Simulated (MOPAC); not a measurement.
MOPAC input (PM6):

```
PM6 FORCE THERMO(298,298) PRECISE LET CHARGE=-1 GEO-OK AUX(PRECISION=9) THREADS=1
C4H2FO

F     1.83890471 1   -0.40426105 1    0.79189887 1
C     0.61981759 1   -0.19014815 1    0.29179584 1
C    -0.47673922 1   -1.09380921 1    0.34808898 1
C    -1.47573991 1   -0.46284322 1   -0.27203254 1
O    -1.05666831 1    0.87246490 1   -0.75060013 1
C     0.27373887 1    0.97826815 1   -0.36155991 1
H    -2.48434368 1   -0.62881112 1   -0.52737724 1
H     0.74493863 1    1.88337166 1   -0.62434832 1
```

Output:

```
 *******************************************************************************
 **                                                                           **
 **                              MOPAC v23.2.5                                **
 **                                                                           **
 *******************************************************************************
 ** MOPAC's Digital Object Identifier: https://doi.org/10.5281/zenodo.6511958 **
 **                                                                           **
 ** Please cite the open-source release paper for use of this MOPAC version:  **
 ** J. E. Moussa and J. J. P. Stewart (2026)                                  **
 ** MOPAC: An open-source semiempirical molecular orbital program             **
 ** J. Open Source Softw., 11(119), 8025, https://doi.org/10.21105/joss.08025 **
 *******************************************************************************

                              PM6 CALCULATION RESULTS

 *******************************************************************************
 *  PM6        - The PM6 Hamiltonian to be used
 *  GEO-OK     - OVERRIDE INTERATOMIC DISTANCE AND OTHER SAFETY CHECKS
 *
 *
 *
 *                 CHARGE ON SYSTEM = -1
 *
 *
 *
 *  LET        - OVERRIDE SOME SAFETY CHECKS
 *  PRECISE    - TIGHTER CRITERIA TO BE USED
 *  FORCE      - FORCE CALCULATION SPECIFIED
 *  AUX        - OUTPUT AUXILIARY INFORMATION
 *  THERMO     - THERMODYNAMIC QUANTITIES TO BE CALCULATED
 *******************************************************************************
PM6 FORCE THERMO(298,298) PRECISE LET CHARGE=-1 GEO-OK AUX(PRECISION=9) THREADS=1
 C4H2FO

   ATOM   CHEMICAL          X               Y               Z
  NUMBER   SYMBOL      (ANGSTROMS)     (ANGSTROMS)     (ANGSTROMS)

     1       F          1.83890471  *  -0.40426105  *   0.79189887  *
     2       C          0.61981759  *  -0.19014815  *   0.29179584  *
     3       C         -0.47673922  *  -1.09380921  *   0.34808898  *
     4       C         -1.47573991  *  -0.46284322  *  -0.27203254  *
     5       O         -1.05666831  *   0.87246490  *  -0.75060013  *
     6       C          0.27373887  *   0.97826815  *  -0.36155991  *
     7       H         -2.48434368  *  -0.62881112  *  -0.52737724  *
     8       H          0.74493863  *   1.88337166  *  -0.62434832  *

          CARTESIAN COORDINATES

    NO.       ATOM           X           Y           Z

     1         F          1.8389     -0.4043      0.7919
     2         C          0.6198     -0.1901      0.2918
     3         C         -0.4767     -1.0938      0.3481
     4         C         -1.4757     -0.4628     -0.2720
     5         O         -1.0567      0.8725     -0.7506
     6         C          0.2737      0.9783     -0.3616
     7         H         -2.4843     -0.6288     -0.5274
     8         H          0.7449      1.8834     -0.6243

 General Reference for PM6:
[...]
 EFFECTIVE MASS      9.1495         C 2 -- C 6         +10.2% ( 45.8%)     32.7%
 FORCE CONSTANT      2.0704

 VIBRATION         14    9A'         ATOM PAIR     ENERGY CONTRIBUTION    RADIAL
 FREQUENCY          1371.82         C 2 -- C 3         +21.2% ( 82.0%)     98.6%
 TRANSITION DIPOLE   3.0467         C 2 -- C 6         +20.7% ( 81.0%)     39.0%
 TRAVEL (Ang.)       0.0974         F 1 -- C 2         +16.0% ( 71.1%)     45.9%
 REDUCED MASS        5.1813         C 2 -- C 4         +14.1% ( 66.9%)     74.3%
 EFFECTIVE MASS     12.0963         C 2 -- O 5         +13.3% ( 64.9%)      3.0%
 FORCE CONSTANT      5.7448

 VIBRATION         15   10A'         ATOM PAIR     ENERGY CONTRIBUTION    RADIAL
 FREQUENCY          1590.65         C 3 -- C 4         +35.6% ( 97.0%)     97.9%
 TRANSITION DIPOLE   0.9382         C 2 -- C 4         +13.2% ( 59.2%)     69.3%
 TRAVEL (Ang.)       0.0950         C 4 -- C 6         +12.6% ( 57.6%)     41.3%
 REDUCED MASS        4.6988         C 4 -- O 5         +11.8% ( 55.8%)      0.5%
 EFFECTIVE MASS     12.0590         C 2 -- C 3         +10.3% ( 52.2%)     23.0%
 FORCE CONSTANT      7.0046

 VIBRATION         16   11A'         ATOM PAIR     ENERGY CONTRIBUTION    RADIAL
 FREQUENCY          1611.36         C 2 -- C 6         +25.0% ( 89.4%)     88.5%
 TRANSITION DIPOLE   2.0330         F 1 -- C 2         +15.9% ( 71.2%)     89.3%
 TRAVEL (Ang.)       0.0915         C 2 -- C 3         +15.3% ( 69.7%)     13.3%
 REDUCED MASS        4.9991         C 2 -- O 5         +13.2% ( 64.8%)    100.0%
 EFFECTIVE MASS     12.2801         C 2 -- C 4         +13.2% ( 64.8%)     56.2%
 FORCE CONSTANT      7.6475

 VIBRATION         17   12A'         ATOM PAIR     ENERGY CONTRIBUTION    RADIAL
 FREQUENCY          2814.14         C 4 -- H 7         +54.4% ( 75.8%)    100.0%
 TRANSITION DIPOLE   0.7912         C 6 -- H 8         +40.3% ( 65.2%)    100.0%
 TRAVEL (Ang.)       0.2246         C 4 -- C 6          +1.4% ( 12.0%)      0.4%
 REDUCED MASS        0.4748         C 3 -- C 4          +1.0% ( 10.2%)     68.4%
 EFFECTIVE MASS      1.4590
 FORCE CONSTANT      2.2154

 VIBRATION         18   13A'         ATOM PAIR     ENERGY CONTRIBUTION    RADIAL
 FREQUENCY          2821.09         C 6 -- H 8         +54.3% ( 75.7%)    100.0%
 TRANSITION DIPOLE   0.5385         C 4 -- H 7         +40.1% ( 65.1%)    100.0%
 TRAVEL (Ang.)       0.2243         C 4 -- C 6          +1.7% ( 13.4%)     99.8%
 REDUCED MASS        0.4750         C 2 -- C 6          +0.9% (  9.5%)     62.4%
 EFFECTIVE MASS      1.5092
 FORCE CONSTANT      2.2273

      SYMMETRY NUMBER FOR POINT-GROUP Cs  =  1

          SYSTEM IS A GROUND STATE

 C4H2FO

          MOLECULE IS NOT LINEAR

          THERE ARE 18 GENUINE VIBRATIONS IN THIS SYSTEM
          THIS THERMODYNAMICS CALCULATION IS LIMITED TO
          MOLECULES WHICH HAVE NO INTERNAL ROTATIONS

                    CALCULATED THERMODYNAMIC PROPERTIES
                                          *
   TEMP. (K)   PARTITION FUNCTION   H.O.F.    ENTHALPY  HEAT CAPACITY ENTROPY
                                   KCAL/MOL   CAL/MOLE    CAL/K/MOL  CAL/K/MOL

 298.00  VIB.     0.2241D+01                  1114.8458    10.5740     5.3447
         ROT.     0.9423D+05                   888.2803     2.9808    25.7412
         INT.     0.2112D+06                  2003.1261    13.5549    31.0859
         TRA.     0.7584D+27                  1480.4672     4.9680    39.2333
         TOT.                      -33.034    3483.5933    18.5229    70.3192

   *: NOTE: HEATS OF FORMATION ARE RELATIVE TO THE
            ELEMENTS IN THEIR STANDARD STATE AT 298K
              (=  Standard Enthalpy of Formation).

            Hvib:  Zero-point energy is not included.
                   frequencies of less than zero cm-1 are not included.
            Hrot = (3/2)RT
            Htra = (3/2)RT + pV = (5/2)RT

            Heat capacity is Cp, not Cv

          For more information, see: HTTP://OpenMOPAC.net/Manual/thermochemistry.html

           FORCE CONSTANT IN CARTESIAN COORDINATES (Millidynes/A)

    ATOM   CHEMICAL       X               Y               Z
   NUMBER   SYMBOL  FORCE CONSTANT  FORCE CONSTANT  FORCE CONSTANT

      1       F        7.298685        0.684154        0.260841
      2       C       12.816240        8.819898        1.685609
      3       C       10.111580        6.039683        1.040370
      4       C       13.090891        4.107320        1.671497
      5       O        7.200419        4.634517        0.833616
      6       C        7.475124       11.895643        1.489054
      7       H        3.944481        1.181601        0.281251
      8       H        0.853410        4.284122        0.265034

 **********************
 *                    *
 * JOB ENDED NORMALLY *
 *                    *
 **********************

 == MOPAC DONE ==
```

The dipole moment of an ion depends on the origin.
